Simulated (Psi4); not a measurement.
cadmium atom (Cd), singlet (all electrons, no relativity). Base run: Psi4 with BLYP/3-21G.

Psi4 was given this input:
```
memory 2 GB

molecule mol {
0 1
  Cd    0.000000    0.000000    0.000000
}

set basis 3-21g
set reference rks
set scf_type pk

energy('blyp')
print_variables()
```

Each row names what was changed in the base input (with any setting that the change needs).

```csv
change,ΔE vs base (mEh),SCF cycles,grid points,basis functions
base,0.000,9,21134,39
level_shift = 1.0,0.000,10,21134,39
guess = sadno,0.000,7,21134,39
dft_nuclear_scheme = becke,0.000,9,21134,39
scf_type = cd,-1.916,9,21134,39
dft_spherical_points = 434,0.000,9,30374,39
dft_spherical_points = 110,0.000,9,7700,39
basis_guess = sto-3g,0.000,6,21134,39
scf_initial_accelerator = none,0.000,9,21134,39
soscf = true,0.000,8,21134,39
diis_max_vecs = 15,0.000,9,21134,39
dft_radial_scheme = multiexp,0.404,8,22650,39
dft_spherical_points = 590,0.000,9,41222,39
```
